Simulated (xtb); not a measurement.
pyrazine (C4H4N2), SMILES n1ccncc1. All values are semi-empirical tight-binding results from xtb (GFN2-xTB unless named), good for trends rather than for accurate numbers. Geometry: GFN2-xTB.

point group as xtb finds it: D2h
orbital gap: 2.23 eV
dipole moment: 0.00 D
zero-point energy: 46.1 kcal/mol
G − E(el) at 298.15 K (modified RRHO): 29.6 kcal/mol
static polarisability (D4 model): 58.7 bohr³
solvation energy, GFN2-xTB/ALPB(water): -4.1 kcal/mol
solvation energy, GFN2-xTB/ALPB(ether): -5.0 kcal/mol

Computed IR lines (harmonic; lines under 4 % of the strongest left out, lines within 3 cm⁻¹ merged):
ν (cm⁻¹): 388 (m), 751 (w), 1010 (s), 1097 (w), 1130 (w), 1229 (m), 1351 (m), 1436 (m), 3058 (m), 3069 (vs) (against the strongest line: vs over 80 %, s over 45 %, m over 15 %, w over 4 %, vw less)
